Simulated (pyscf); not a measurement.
**`[CH3][Al]([OH])[O][Al]([OH])[OH]`, singlet**

Gas-phase minimum from PySCF at ωB97X-D3(BJ)/def2-SVP, one conformer. 

```
O
Al 1 1.6852
O 2 1.6997 1 119.09
H 3 0.9593 2 122.70 1 179.95
Al 1 1.6997 2 162.64 3 24.27
O 2 1.7012 1 123.12 5 -156.00
H 6 0.9586 2 125.02 1 -0.21
O 5 1.7060 1 119.79 2 -117.05
H 8 0.9589 5 125.61 1 1.25
C 5 1.9396 1 122.31 2 64.60
H 10 1.1013 5 111.39 1 -174.82
H 10 1.1029 11 108.14 5 -122.98
H 10 1.1035 11 107.75 12 -115.10
```

Properties at ωB97X-D3(BJ)/def2-SVP:

- Harmonic wavenumbers, unscaled: 16, 36, 38, 42, 176, 215, 220, 244, 289, 308, 346, 362, 390, 465, 569, 585, 613, 660, 668, 714, 840, 903, 954, 1125, 1234, 1438, 1443, 3061, 3151, 3172, 3985, 3989, 3994 cm⁻¹
- Zero-point energy: 51.8 kcal/mol
- Rotational symmetry number: 1
- Entropy of this conformer at 298 K and 1 atm, rigid rotor and harmonic oscillator, modes under 100 cm⁻¹ raised to 100: 426.9 J/(mol K)
- Dipole moment: 1.70 D

Single-point totals, which compare only within one level:

| level | total energy (hartree) |
|---|---|
| ωB97X-D3(BJ)/def2-TZVP | -828.07035 |
| PBE/def2-TZVP | -827.30151 |
| r²SCAN/def2-TZVP | -827.73748 |
| B3LYP-D3(BJ)/def2-TZVP | -828.02373 |
| PBE0-D3(BJ)/def2-TZVP | -827.35920 |
| M06-2X/def2-TZVP | -827.79810 |
| ωB97M-D3(BJ)/def2-TZVP | -828.11930 |

The lowest mode is so soft that the shape along it may change with the basis. Soft torsions are taken as harmonic, which can shift the entropy by several J/(mol K).
